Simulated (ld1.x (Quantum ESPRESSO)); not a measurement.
# Mo (Z = 42): excitation energies, all-electron against TM semilocal

| Item | Value |
| --- | --- |
| Element | molybdenum |
| Generator | ld1.x (Quantum ESPRESSO) 7.5 |
| Type | norm-conserving Troullier–Martins (semilocal form) |
| Functional | PBE |
| Relativity | scalar-relativistic |
| Frozen core | [Kr] |
| Valence charge | 6 |
| Reference configuration | 4d4.5 5s0 5p0 (charge +1.5) |
| Partial waves | 5s (bound, empty): rc 2.65 bohr; 4d (bound): rc 2.35 bohr; 5p (bound, empty): rc 2.35 bohr |
| Local potential | the p channel |
| Core correction | Bessel-smoothed model core inside 1.10 bohr |

Energies are relative to the spin-unpolarised reference configuration 4d4.5 5s0 5p0; without spin polarisation the order of configurations can differ from experiment.

Q: Give the all-electron excitation energy and the error of the potential for: 4d5 5s1 5p0; 4d5 5s0 5p0; 4d4 5s0 5p0; 4d5.5 5s0.5 5p0; 4d5 5s0.5 5p0; 4d2 5s0 5p0; 4d4 5s1 5p1.

A:

| valence configuration | charge | ΔE all-electron (eV) | error AE − PS (meV) |
| --- | --- | --- | --- |
| 4d5 5s1 5p0 | 0 | -13.318 | -9.3 |
| 4d5 5s0 5p0 | +1 | -6.428 | -16 |
| 4d4 5s0 5p0 | +2 | 9.034 | -26 |
| 4d5.5 5s0.5 5p0 | 0 | -13.038 | -30 |
| 4d5 5s0.5 5p0 | +0.5 | -10.591 | -11 |
| 4d2 5s0 5p0 | +4 | 75.282 | -1133 |
| 4d4 5s1 5p1 | 0 | -9.578 | -50 |

These tests converged, but a pseudo level misses the all-electron one widely, so the file describes the atom poorly there or has found another state: 4d2 5s0 5p0: empty 5p by 3.9 eV (a node warning on the way).
